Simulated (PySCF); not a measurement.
# Telling isomers of C5H5NO apart by NMR

Method: structure optimised with GFN2-xTB, J: B3LYP/pcJ-1 (spin–dipole term left out of most H,H and C,H couplings), PBE0/pcSseg-1 with gauge-including orbitals, in PySCF (no solvent, non-relativistic, one conformer, fast rotation and ring inversion assumed for equivalent nuclei).

Shifts are taken against calculated references (same method and geometry level): ¹H (31.72 ppm), ¹³C (186.93 ppm) against TMS. Multiplet labels drop J under 1 Hz and among equivalent protons, and merge close values. Unscaled 3J(H,H) run several per cent high. Shifts are as computed. Against solution values, carbons near 30 ppm lie about +3 ppm off and those near 130 ppm about +5 ppm. Of 1211 compounds with measured shifts, 218 miss one by over three times the rms of a fit or turn the order of signals round; such compounds aren't used in these exercises. OH and NH positions are gas-phase values without hydrogen bonding to other molecules.

(1) Tabulate the signals of `Oc1ccncc1`, `[O-][n+]1ccccc1` and their relative energies.

(2) What is the quickest way to tell Oc1ccncc1 from [O-][n+]1ccccc1?

## Answers

(1) 
```json
{"SMILES": "Oc1ccncc1", "carbon types": "1×C 4×CH", "δC": "169.8, 157.0, 114.2", "δH": "8.77 (d, 2H), 6.75 (d, 2H), 4.55 (br s, 1H)", "E rel. (kcal/mol)": "0.0"}
{"SMILES": "[O-][n+]1ccccc1", "carbon types": "5×CH", "δC": "144.5, 132.8, 123.8", "δH": "8.30 (d, 2H), 7.36 (t, 2H), 6.93 (t, 1H)", "E rel. (kcal/mol)": "37.8"}
```

Energies are electronic energies at PBE0/pcSseg-1 on these geometries, without zero-point or thermal terms, each for the one conformer computed, which needn't be the lowest.

(2) Both give the same number of carbon signals, but DEPT or the intensities differ. The first has an aromatic carbon bearing oxygen (C) at 169.8 ppm, the second an aromatic CH at 132.8 ppm. Their most deshielded carbons lie at 169.8 and 144.5 ppm. In the proton spectra the most deshielded non-exchanging signals are 8.77 (d, J = 6.3 Hz, 2H) and 8.30 (d, J = 7.9 Hz, 2H).
